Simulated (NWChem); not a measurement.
System: TeCl$_{3}$, doublet; SMILES Cl[Te](Cl)Cl

Input file for NWChem:

```
start job
memory heap 200 mb stack 900 mb global 1100 mb
geometry units angstroms noautoz
  Te     0.316467    -0.003699     0.000000
  Cl     0.475911    -0.295607     2.461357
  Cl     0.475911    -0.295607    -2.461357
  Cl    -2.061996     0.096877     0.000000
end
basis spherical
  Te library def2-tzvp
  Cl library def2-tzvp
end
ecp
  Te library def2-ecp
end
dft
  odft
  mult 2
  xc hfexch
  iterations 150
  mulliken
end
task dft energy
```

Excerpt of the output:

```
             Northwest Computational Chemistry Package (NWChem) 7.3.0
             --------------------------------------------------------

 CS  symmetry detected

                             Geometry "geometry" -> ""
                             -------------------------

 Output coordinates in angstroms (scale by  1.889725989 to convert to a.u.)

  No.       Tag          Charge          X              Y              Z
 ---- ---------------- ---------- -------------- -------------- --------------
    1 Te                  52.0000     0.33069137     0.11205745     0.00000000
    2 Cl                  17.0000     0.51745083    -0.16317622    -2.46135700
    3 Cl                  17.0000     0.51745083    -0.16317622     2.46135700
    4 Cl                  17.0000    -2.04642821    -0.01641152     0.00000000

 Effective nuclear repulsion energy (a.u.)     690.2412341406

      Symmetry information
      --------------------

 Group name             Cs
 Group number              2
 Group order               2
 No. of unique centers     3

 Summary of "ao basis" -> "ao basis" (spherical)
 ------------------------------------------------------------------------------
       Tag                 Description            Shells   Functions and Types
 ---------------- ------------------------------  ------  ---------------------
 Te                        def2-tzvp                16       50   6s5p3d2f
 Cl                        def2-tzvp                13       37   5s5p2d1f

      Symmetry analysis of basis
      --------------------------

        a'         95
        a"         66

            General Information
            -------------------
          SCF calculation type: DFT
          Wavefunction type:  spin polarized.
          No. of atoms     :     4
          No. of electrons :    75
           Alpha electrons :    38
            Beta electrons :    37
          Charge           :     0
          Spin multiplicity:     2
          Use of symmetry is: on ; symmetry adaption is: on
          Maximum number of iterations: 150
          AO basis - number of functions:   161
                     number of shells:    55
          Convergence on energy requested:  1.00D-06
          Convergence on density requested:  1.00D-05
          Convergence on gradient requested:  5.00D-04

              XC Information
              --------------
                     Hartree-Fock (Exact) Exchange  1.000

      Superposition of Atomic Density Guess
      -------------------------------------

 Sum of atomic energies:       -1689.70131983

      Non-variational initial energy
      ------------------------------

 Total energy =   -1645.577968
 1-e energy   =   -3134.142486
 2-e energy   =    1106.963349
 HOMO         =      -0.201368
 LUMO         =      -0.071940

   Symmetry analysis of molecular orbitals - initial alpha
   -------------------------------------------------------

  Numbering of irreducible representations:

     1 a'          2 a"

  Orbital symmetries:

     1 a'          2 a"          3 a'          4 a'          5 a"
     6 a'          7 a'          8 a"          9 a'         10 a"
    11 a'         12 a'         13 a'         14 a"         15 a"
    16 a'         17 a"         18 a'         19 a'         20 a'
    21 a"         22 a'         23 a"         24 a'         25 a'
    26 a"         27 a'         28 a'         29 a"         30 a'
    31 a'         32 a"         33 a"         34 a'         35 a'
    36 a"         37 a'         38 a'         39 a'         40 a"
    41 a"         42 a'         43 a'         44 a'         45 a"
    46 a"         47 a'         48 a'

   Symmetry analysis of molecular orbitals - initial beta
   ------------------------------------------------------

  Numbering of irreducible representations:

     1 a'          2 a"

  Orbital symmetries:

     1 a'          2 a"          3 a'          4 a'          5 a"
     6 a'          7 a'          8 a"          9 a'         10 a"
    11 a'         12 a'         13 a'         14 a"         15 a"
    16 a'         17 a"         18 a'         19 a'         20 a'
    21 a"         22 a'         23 a"         24 a'         25 a'
    26 a"         27 a'         28 a'         29 a"         30 a'
    31 a'         32 a"         33 a"         34 a'         35 a'
    36 a"         37 a'         38 a'         39 a'         40 a"
    41 a"         42 a'         43 a'         44 a'         45 a"
    46 a"         47 a'         48 a'

     ---------------------------------------------
      Total Density - Mulliken Population Analysis
     ---------------------------------------------

    Atom       Charge   Shell Charges
 -----------   ------   -------------------------------------------------------
    1 Te  24    22.49   0.29 -0.85  1.57  0.99  1.12  0.83 -0.49  6.44  0.63  1.36  0.39  9.09  0.92  0.17  0.03  0.00
    2 Cl  17    17.57   2.01  0.45  1.52  1.12  0.87  4.19  1.69  1.12  2.98  1.62  0.00  0.01  0.00
    3 Cl  17    17.57   2.01  0.45  1.52  1.12  0.87  4.19  1.69  1.12  2.98  1.62  0.00  0.01  0.00
    4 Cl  17    17.36   2.01  0.45  1.52  1.11  0.86  4.19  1.69  1.08  2.89  1.55  0.00  0.02  0.00

     --------------------------------------------
      Spin Density - Mulliken Population Analysis
     --------------------------------------------

    Atom       Charge   Shell Charges
 -----------   ------   -------------------------------------------------------
    1 Te  24     0.83   0.00 -0.00  0.00 -0.00  0.00  0.00 -0.01  0.01  0.18  0.44  0.19  0.00  0.00  0.00 -0.00  0.00
    2 Cl  17     0.06   0.00  0.00 -0.00  0.00 -0.00  0.00 -0.00  0.01  0.03  0.01  0.00  0.00  0.00
    3 Cl  17     0.06   0.00  0.00 -0.00  0.00 -0.00  0.00 -0.00  0.01  0.03  0.01  0.00  0.00  0.00
    4 Cl  17     0.06   0.00  0.00 -0.00  0.00  0.00  0.00 -0.00  0.01  0.03  0.01  0.00  0.00  0.00

[...]
```

Level: UHF/def2-TZVP with def2 effective core potentials on Te. In the optimisation the excess spin sits in a' (Cs, its own frame). Geometry: optimised at PBE-D3(BJ)/def2-SVP, spin-unrestricted. The spin multiplicity was typed, not searched, and may not be the lowest. No stability test was run on the SCF state. def2 effective core potentials on Te; no spin-orbit coupling.
